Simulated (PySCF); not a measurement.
**Radial density of O⁴⁺ (oxygen, charge +4)**

UHF, [He] 2s2, closed-shell 1S. Calculation: PySCF 2.14, in an even-tempered Gaussian basis (18 s from 0.3 bohr⁻², ratio 2.2; 9 p from 0.53 bohr⁻², ratio 2.4; 6 d from 1.6 bohr⁻², ratio 2.4; 5 f from 2.4 bohr⁻², ratio 2.4; 5 g from 3.6 bohr⁻², ratio 2.4); no relativity, point nucleus.

```
r (bohr)  4πr²ρ (e/bohr)
 0.00287         0.03186
 0.00483         0.08735
 0.00813          0.2344
  0.0137          0.6071
  0.0230           1.480
  0.0387           3.261
  0.0651           6.066
   0.109           8.497
   0.184           7.386
   0.310           3.059
   0.521           1.773
   0.876           2.300
    1.47          0.6196
    2.48         0.01386
```
